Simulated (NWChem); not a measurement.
System: C4H4Si; SMILES C#C[SiH2]C#C

Computed with NWChem. Geometry: optimised at B3LYP/6-31G* (spherical d). Level PBE/def2-SVP: energy and gradient on several grids; changes count from the extra-fine grid, which is no exact limit either.

```csv
grid,size of the energy change (μHa),largest change of a gradient component (μHa/bohr)
xcoarse,6000,6000
coarse,20,200
medium,< 10,< 30
fine,< 10,< 30
xfine,< 10,< 30
```
